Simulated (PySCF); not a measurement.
Compound: phosphorus tribromide, PBr₃.
SMILES with atom numbers: `[Br:1][P:2]([Br:3])[Br:4]`

A GFN2-xTB structure was refined with PBE0-D3(BJ)/def2-SVP geometry optimisation, gas phase in PySCF. Its GFN2-xTB values:

| coordinate | GFN2-xTB |
| --- | --- |
| Br1–P2 | 2.224 Å |
| Br1–P2–Br3 | 100.9° |

Task: How do these coordinates change at the PBE0-D3(BJ)/def2-SVP level?

Result: 
```csv
coordinate,PBE0-D3(BJ)/def2-SVP (Å or °),change
Br1–P2,2.236,+0.012
Br1–P2–Br3,101.4,+0.5
```

The energy falls by 0.43 kJ/mol over 3 energy and gradient evaluations, the largest force component goes from 0.0038 to 3.4e-04 Eh/bohr, and the atoms move by 0.015 Å rms after alignment. The bond that changes most is Br1–P2 (ends: bromine bonded to P; three-coordinate phosphorus), which lengthens by 0.012 Å. Bonds longer at the end by more than 0.005 Å: 3 of 3; shorter: 0. Rotational constants go from 1027, 1027, 544.6 to 1013, 1011, 535.7 MHz.

The run used 114 basis functions and 20 SCF cycles in all. The run took 22 s on one thread of an Intel Xeon Platinum 8375C at 2.90 GHz, shared host with 128 logical CPUs at a one-minute load of 45, and the process peaked at 0.50 GiB of memory.

Not checked by PBE0-D3(BJ)/def2-SVP frequencies.
